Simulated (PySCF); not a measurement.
## Working out the ionisation energy of Ga

Ga [Ar] 3d10 4s2 4p1 (2P) → Ga⁺ [Ar] 3d10 4s2 (1S). All numbers are calculated (PySCF 2.14, the non-relativistic Hamiltonian (point nucleus), in def2-SVP (5s4p3d, 32 functions)). Frozen: [Ar] 3d10. Energies in hartree (1 hartree = 27.21139 eV):

| part | Ga (lower) | Ga⁺ (upper) |
| --- | --- | --- |
| UHF | -1922.974135 | -1922.770190 |
| CCSD correlation | -0.043397 | -0.036461 |
| (T) | -0.000538 | 0.000000 |

What does Hartree-Fock give?

(-1922.770190) − (-1922.974135) = 0.203945 hartree = 5.550 eV.

What do CCSD and CCSD(T) give?

The CCSD correlation energies differ by 0.006936 hartree = 0.189 eV and the triples by 0.000538 hartree = 0.015 eV, so CCSD gives 5.739 eV and CCSD(T) 5.754 eV.

Measured between the centres of the two terms (NIST): 5.931 eV, so CCSD(T) (valence) is off by -0.177 eV.

The calculation is non-relativistic.

A double-zeta basis recovers only part of the correlation energy.

What remains against the reference includes basis incompleteness, the frozen core and higher excitations.
